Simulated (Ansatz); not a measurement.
`C/C([SiH3])=C\O` and `C=N/C([SiH3])=C\O` differ in one atom or group.

Ansatz, PBE0-D4/def2-TZVP geometries, multiplicity 1. Each molecule was computed in one conformer, which needn't be the lowest.

```tsv
property	`C/C([SiH3])=C\O`
LUMO energy (B3LYP/def2-TZVPP) / eV	0.23
HOMO energy (PBE/def2-TZVPP) / eV	-5.48
size of the dipole moment (PBE/def2-TZVPP) / D	2.05
HOMO energy (ωB97M-V/def2-TZVPP) / eV	-8.83
HOMO energy (PBE0/def2-TZVPP) / eV	-6.63
LUMO energy (PBE0/def2-TZVPP) / eV	0.46
```

**Question.** Give the same properties after the change, and the shifts. (Best estimate.)

**Answer.** Computed: 
| property | `C=N/C([SiH3])=C\O` | shift |
| --- | --- | --- |
| LUMO energy (B3LYP/def2-TZVPP) / eV | -0.92 | -1.15 |
| HOMO energy (PBE/def2-TZVPP) / eV | -5.11 | 0.37 |
| size of the dipole moment (PBE/def2-TZVPP) / D | 2.81 | 0.76 |
| HOMO energy (ωB97M-V/def2-TZVPP) / eV | -8.47 | 0.36 |
| HOMO energy (PBE0/def2-TZVPP) / eV | -6.28 | 0.35 |
| LUMO energy (PBE0/def2-TZVPP) / eV | -0.68 | -1.14 |

With PBE0 the HOMO rises by 0.35 eV and the LUMO falls by 1.14 eV, so the gap narrows by about 1.49 eV. PBE moves the HOMO by 0.37 eV and ωB97M-V by 0.36 eV. Dipoles are sizes alone; their direction can turn.

Positive LUMOs are unbound, so they and the gaps depend on the basis.

B3LYP here is the variant with VWN-RPA as its local correlation; programs differ in this.
